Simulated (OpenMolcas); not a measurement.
**F3+: terms and fine structure**

* Program: OpenMolcas
* Method: RASSCF
* Basis: ANO-RCC-VQZP [5s4p3d2f1g]
* Scalar Hamiltonian: DKH2, point nucleus
* Active space: 4 electrons in 9 orbitals (RAS2 2s 2p; RAS3 3d, at most 2 electrons)
* State averaging: 2S+1 = 3 even, 3 roots; 2S+1 = 1 even, 6 roots; 2S+1 = 5 odd, 1 root; 2S+1 = 3 odd, 9 roots; 2S+1 = 1 odd, 8 roots
* Spin-orbit coupling: RASSI with atomic mean-field integrals over the reference wave functions, term energies averaged over their components

With spin-orbit coupling, above the lowest level:

| Configuration | Term | J | E (eV) | Measured (eV) | Term weight % |
| --- | --- | --- | --- | --- | --- |
| 2s² 2p² | ³P | 0 | 0.0000 | 0.0000 | 100 |
| 2s² 2p² | ³P | 1 | 0.0266 | 0.0279 | 100 |
| 2s² 2p² | ³P | 2 | 0.0778 | 0.0761 | 100 |
| 2s² 2p² | ¹D | 2 | 3.3964 | 3.1295 | 100 |
| 2s² 2p² | ¹S | 0 | 7.0965 | 6.6386 | 100 |
| 2s 2p³ | ⁵S° | 2 | 8.7789 |  | 100 |
| 2s 2p³ | ³D° | 1 | 18.6263 | 18.3375 | 100 |
| 2s 2p³ | ³D° | 2 | 18.6263 | 18.3359 | 100 |
| 2s 2p³ | ³D° | 3 | 18.6270 | 18.3300 | 100 |
| 2s 2p³ | ³P° | 0 | 22.3100 |  | 100 |
| 2s 2p³ | ³P° | 1 | 22.3102 | 21.7272 | 100 |
| 2s 2p³ | ³P° | 2 | 22.3106 | 21.7266 | 100 |
| 2s 2p³ | ¹D° | 2 | 29.1647 |  | 100 |
| 2s 2p³ | ³S° | 1 | 30.3376 |  | 100 |
| 2s 2p³ | ¹P° | 1 | 33.0436 | 31.9123 | 100 |

Against the 10 measured excited levels shown (Moore, Atomic Energy Levels, vol. I, NSRDS-NBS 35 (1971 reprint of NBS Circular 467, 1949)) the mean absolute deviation is 3100 cm-1; the largest miss in energy is 2s 2p³ ¹P°₁: computed 33.0436, measured 31.9123 eV (+3.5 %), and the largest in proportion 2s² 2p² ¹D₂ (+8.5 %).

Spin-orbit coupling puts the lowest level 0.0524 eV below the lowest spin-free term.

For ³P the intervals divided by the larger J are 214.4, 206.6 cm-1. Landé's interval rule makes them equal in pure LS coupling; they differ by 4 % of their mean. The multiplet is regular.

Active for correlation alone: 3d; no level in the range computed is led by a configuration that fills it, so any true level of that kind is missing. Measured partners are found by configuration, term and J. A level has none where our copy of the source lacks it or the pairing is in doubt (some pairs that miss far off the trend of their configuration count as doubtful), and it then counts in no deviation. Only configurations of the active space appear. The first state left out of the spin-orbit step lies near 350000 cm-1 above the lowest spin-free state of the reference (among the parities and spins computed), and the list stops at four fifths of that energy or lower.

The term weight is that of the spin-free term in the level, not the purity of its configuration. ° marks odd parity.
